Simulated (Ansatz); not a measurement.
System: CH$_{2}$O, charge 0, multiplicity 1. 
Coordinates optimised at B3LYP-D3(BJ)/def2-TZVP (Ansatz, a first-principles code):
SMILES: [H]/[C-]=[O+]/[H]
```xyz
4

C      0.0143    -0.0006    -0.7408
O      0.0072     0.0056     0.5677
H      0.8875     0.2601     0.8874
H     -1.0303    -0.3017    -0.9843
```

Basis-set convergence of Hartree-Fock and CCSD(T) correlation energies (hartree) with Ansatz. Correlated levels leave the core frozen unless marked. No spin-orbit coupling. Non-relativistic.

The Hartree-Fock reference is unstable (checked in the largest basis), which strains HF and MP2. 

```csv
basis,functions,E(HF),"E(corr, CCSD(T))"
def2-SVP,38,-113.70062,-0.33287
def2-TZVPP,90,-113.84093,-0.41458
def2-QZVPP,174,-113.84613,-0.44106
```

Extrapolating the two largest sets (X = 3 and 4) as X^-3: E(corr) = (64·(-0.44106) - 27·(-0.41458))/37 = -0.4604 Eh, an estimate of the basis-set limit. The largest set recovers 95.8 % of it, the smallest 72.3 %.
